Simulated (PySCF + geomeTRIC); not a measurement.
These are PySCF + geomeTRIC with r2SCAN-D4/def2-TZVP values and carry that method's errors. fastk is a local helper that only speeds up exchange builds. No frequencies were computed at this level.

```python
import json, numpy as np
from pyscf import gto, dft
from fastk import lowrank_exchange
atoms = """
O      1.602821     0.094195     0.062900
C      0.326340     0.507096     0.019434
B     -0.745036     1.399163    -0.008483
B     -1.151265    -0.050077    -0.044370
H      1.652744    -0.869398     0.050116
H     -1.685602    -1.080978    -0.079596
"""
def scf(charge, spin, dm0=None):
    mol = gto.M(atom=atoms, basis='def2-tzvp', ecp={}, charge=charge, spin=spin, verbose=3, max_memory=3780)
    mf = dft.KS(mol, xc='r2scan').density_fit(auxbasis="def2-universal-jkfit")
    mf.disp = 'd4'
    mf.grids.level = 4
    mf.conv_tol = 1e-8
    mf.max_cycle = 60
    mf.kernel(dm0)
    if not mf.converged:
        mf = mf.newton().run(mf.mo_coeff, mf.mo_occ).undo_soscf()
    return mf
mf = scf(0, 0)
from pyscf.geomopt.geometric_solver import kernel as optimize
path = []
done, mol = optimize(mf, maxsteps=80, assert_convergence=False, callback=lambda env: path.append((env["energy"], bool(env["g_scanner"].converged))))
res = dict(converged=bool(done and path[-1][1]), energy=path[-1][0], path=[e for e, c in path], xyz=mol.atom_coords(unit="Angstrom").tolist(), nao=mol.nao)
json.dump(res, open("result.json", "w"))
```

Output:

```
converged SCF energy = -164.065668691695
Geometry optimization cycle 1
converged SCF energy = -164.065668688416
cycle 1: E = -164.065668688  dE = -164.066  norm(grad) = 0.0390561
Geometry optimization cycle 2
converged SCF energy = -164.067959657586
cycle 2: E = -164.067959658  dE = -0.00229097  norm(grad) = 0.0188543
Geometry optimization cycle 3
converged SCF energy = -164.068399469632
cycle 3: E = -164.06839947  dE = -0.000439812  norm(grad) = 0.00910226
Geometry optimization cycle 4
converged SCF energy = -164.06859178339
cycle 4: E = -164.068591783  dE = -0.000192314  norm(grad) = 0.00389423
Geometry optimization cycle 5
converged SCF energy = -164.068618260868
cycle 5: E = -164.068618261  dE = -2.64775e-05  norm(grad) = 0.00255232
Geometry optimization cycle 6
converged SCF energy = -164.068620045526
cycle 6: E = -164.068620046  dE = -1.78466e-06  norm(grad) = 0.00194411
Geometry optimization cycle 7
converged SCF energy = -164.068618362779
cycle 7: E = -164.068618363  dE = 1.68275e-06  norm(grad) = 0.00206752
Geometry optimization cycle 8
converged SCF energy = -164.068624672227
cycle 8: E = -164.068624672  dE = -6.30945e-06  norm(grad) = 0.0015006
Geometry optimization cycle 9
converged SCF energy = -164.068628692816
cycle 9: E = -164.068628693  dE = -4.02059e-06  norm(grad) = 0.000865619
Geometry optimization cycle 10
converged SCF energy = -164.068630658178
cycle 10: E = -164.068630658  dE = -1.96536e-06  norm(grad) = 0.000643765
Geometry optimization cycle 11
converged SCF energy = -164.068630732181
cycle 11: E = -164.068630732  dE = -7.40031e-08  norm(grad) = 0.000549974
<class 'geometric.internal.Distance'> : 6
<class 'geometric.internal.Angle'> : 5
<class 'geometric.internal.LinearAngle'> : 2
<class 'geometric.internal.OutOfPlane'> : 2
<class 'geometric.internal.Dihedral'> : 6
<class 'geometric.internal.TranslationX'> : 1
<class 'geometric.internal.TranslationY'> : 1
<class 'geometric.internal.TranslationZ'> : 1
<class 'geometric.internal.RotationA'> : 1
<class 'geometric.internal.RotationB'> : 1
<class 'geometric.internal.RotationC'> : 1
Step    0 : Gradient = 1.594e-02/2.733e-02 (rms/max) Energy = -164.0656686884
Step    1 : Displace = 5.557e-02/8.841e-02 (rms/max) Trust = 1.000e-01 (=) Grad = 7.697e-03/1.345e-02 (rms/max) E (change) = -164.0679596576 (-2.291e-03) Quality = 1.185
Step    2 : Displace = 2.009e-02/3.266e-02 (rms/max) Trust = 1.414e-01 (+) Grad = 3.716e-03/6.400e-03 (rms/max) E (change) = -164.0683994696 (-4.398e-04) Quality = 1.384
Step    3 : Displace = 1.318e-02/2.383e-02 (rms/max) Trust = 2.000e-01 (+) Grad = 1.590e-03/2.043e-03 (rms/max) E (change) = -164.0685917834 (-1.923e-04) Quality = 1.064
Step    4 : Displace = 4.440e-03/7.835e-03 (rms/max) Trust = 2.828e-01 (+) Grad = 1.042e-03/1.894e-03 (rms/max) E (change) = -164.0686182609 (-2.648e-05) Quality = 0.737
Step    5 : Displace = 3.534e-03/5.810e-03 (rms/max) Trust = 2.828e-01 (=) Grad = 7.937e-04/1.416e-03 (rms/max) E (change) = -164.0686200455 (-1.785e-06) Quality = 0.074
Step    6 : Displace = 1.806e-03/2.846e-03 (rms/max) Trust = 1.767e-03 (-) Grad = 8.441e-04/1.664e-03 (rms/max) E (change) = -164.0686183628 (+1.683e-06) Quality = -0.073
Step    7 : Displace = 8.729e-04/1.783e-03 (rms/max) Trust = 8.835e-04 (-) Grad = 6.126e-04/1.172e-03 (rms/max) E (change) = -164.0686246722 (-6.309e-06) Quality = 0.516
Step    8 : Displace = 9.317e-04/1.833e-03 (rms/max) Trust = 8.835e-04 (=) Grad = 3.534e-04/7.125e-04 (rms/max) E (change) = -164.0686286928 (-4.021e-06) Quality = 0.407
Step    9 : Displace = 9.492e-04/2.040e-03 (rms/max) Trust = 8.835e-04 (=) Grad = 2.628e-04/3.853e-04 (rms/max) E (change) = -164.0686306582 (-1.965e-06) Quality = 0.082
Step   10 : Displace = 4.144e-04/8.028e-04 (rms/max) Trust = 4.417e-04 (-) Grad = 2.245e-04/3.083e-04 (rms/max) E (change) = -164.0686307322 (-7.400e-08) Quality = 0.017
Converged! =D
```

Cost: roughly 4 core-minutes.
